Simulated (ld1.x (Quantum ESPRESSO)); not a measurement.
## Ar (Z = 18): excitation energies, all-electron against TM

* Element: Ar (Z = 18)
* Generator: ld1.x (Quantum ESPRESSO) 7.5
* Type: norm-conserving Troullier–Martins (Kleinman–Bylander form)
* Functional: BP86
* Relativity: non-relativistic
* Frozen core: [Ne]
* Valence charge: 8
* Reference configuration: 3s2 3p4 (charge +2)
* Partial waves: 3s (bound): rc 1.05 bohr; 3p (bound): rc 0.95 bohr; 3d channel at 0.35 Ry: rc 1.05 bohr
* Local potential: all-electron potential smoothed inside 0.90 bohr (lloc = -2)
* Core correction: a·sin(br)/r model core inside 0.90 bohr

Energies are relative to the spin-unpolarised reference configuration 3s2 3p4; without spin polarisation the order of configurations can differ from experiment.

| valence configuration | charge | ΔE all-electron (eV) | error AE − PS (meV) |
| --- | --- | --- | --- |
| 3s2 3p6 | 0 | -44.909 | +38 |
| 3s2 3p3 | +3 | 42.671 | +22 |
| 3s2 3p2 | +4 | 100.393 | +106 |
| 3s2 3p5.5 | +0.5 | -38.311 | +26 |

What are ΔE and the potential's error for 3s2 3p5?

ΔE = -28.751 eV all-electron; the error (AE − PS) is +13 meV.

What are ΔE and the potential's error for 3s1 3p6?

ΔE = -14.394 eV all-electron; the error (AE − PS) is +11 meV.

Levels in the configuration 3s2 3p5:

| level | all-electron (eV) | pseudo (eV) |
| --- | --- | --- |
| 3s | -36.535 | -36.561 |
| 3p | -22.213 | -22.235 |
